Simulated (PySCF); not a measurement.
Can point charges reproduce the dipole moment of `C=CC1(C=C)C[C@H]1C(=O)Cl`?

Coordinates (GFN2-xTB, Å) and charges (e) from the PBE0/pcSseg-1 density (PySCF):

```
atom       x       y       z  Mulliken      IAO  Hirshfeld  ESP-fitted
  C1  -2.219  -1.366  -0.695   -0.1012  -0.3166    -0.0994     -0.3433
  C2  -0.948  -1.165  -0.998   -0.0644  -0.1356    -0.0396     -0.3359
  C3  -0.088  -0.126  -0.389   -0.4113  +0.0373    +0.0238     +0.2662
  C4  -0.652   0.563   0.801   -0.1572  -0.1460    -0.0386     -0.0999
  C5  -0.873   1.861   0.893   -0.0738  -0.2857    -0.0814     -0.3742
  C6   0.880   0.579  -1.281   -0.0034  -0.2662    -0.0700     -0.2554
  C7   1.420  -0.486  -0.357   -0.2011  -0.1968    -0.0536     -0.1503
  C8   2.187  -0.054   0.801   +0.3345  +0.3648    +0.1760     +0.3840
  O9   2.199   1.003   1.343   -0.3038  -0.3608    -0.1996     -0.3449
Cl10   3.205  -1.375   1.434   -0.1426  -0.1123    -0.0769     -0.1628
 H11  -2.731  -0.773   0.043   +0.1298  +0.1547    +0.0431     +0.1623
 H12  -2.798  -2.130  -1.184   +0.1213  +0.1582    +0.0510     +0.1792
 H13  -0.469  -1.769  -1.759   +0.0789  +0.1423    +0.0491     +0.2107
 H14  -0.892  -0.096   1.625   +0.1178  +0.1518    +0.0480     +0.1398
 H15  -0.656   2.540   0.086   +0.1164  +0.1486    +0.0494     +0.1658
 H16  -1.286   2.298   1.785   +0.1239  +0.1594    +0.0551     +0.1737
 H17   0.871   0.357  -2.338   +0.1369  +0.1625    +0.0592     +0.1300
 H18   1.142   1.595  -1.034   +0.1536  +0.1693    +0.0560     +0.1545
 H19   1.696  -1.447  -0.767   +0.1457  +0.1710    +0.0480     +0.1006
```

**Question.** What dipole does each set of charges give (1 e·Å = 4.803 D), and what does the density give?

**Answer.** The full density gives (-2.19, -0.39, -2.47) D, 3.32 D in size; dipole vectors point from the negative to the positive end.

```tsv
scheme	μx	μy	μz	size (D)	share of the full size (%)	angle to the full dipole (°)
Mulliken	-3.47	0.78	-2.93	4.61	139	18
IAO	-2.12	-1.02	-2.62	3.52	106	10
Hirshfeld	-1.53	-0.25	-1.59	2.22	67	2
ESP-fitted	-2.26	-0.33	-2.48	3.37	101	1
```

**Question.** Which set comes closest?

**Answer.** Length of the difference vector: ESP-fitted 0.09 D, IAO 0.65 D, Hirshfeld 1.11 D, Mulliken 1.79 D. Closest: ESP-fitted. The schemes that divide the density aren't constrained to reproduce the dipole.

**Question.** What is left for the Hirshfeld atoms' own dipoles?

**Answer.** The Hirshfeld atoms' densities add up to the full density, so μ = Σ q r + Σ (atomic dipoles). The atomic dipoles sum to (-2.19, -0.39, -2.47) − (-1.53, -0.25, -1.59) = (-0.66, -0.14, -0.88) D, 1.11 D in size.

**Question.** With the origin at the mean of the coordinates, (-0.001, 0.000, -0.105) Å, which are the largest single terms, by size, of the Mulliken dipole along the direction of the full one?

**Answer.** O9 +3.86, C8 -3.39, Cl10 +2.12, H12 +1.69, H11 +1.11 D; all 19 atoms together +4.38 D. The single terms depend on the origin, their sum doesn't.

**Question.** Give the size of the full dipole in other units.

**Answer.** 3.32 D = 1.307 au = 0.692 e·Å = 11.08 × 10⁻³⁰ C·m.

Geometry: GFN2-xTB, one conformer, isolated molecule.

These values come from a run that also computed NMR shieldings. The run took 46 s of wall time on Arm Neoverse V1, one thread (shared host), and the process peaked at 1.1 GiB of memory.

Conformer computed: `[CH2:1]=[CH:2][C:3]1([CH:4]=[CH2:5])[CH2:6][C@H:7]1[C:8](=[O:9])[Cl:10]`: C1–C2–C3–C4 11°, C2–C3–C4–C5 -120°, C6–C7–C8–O9 21°.
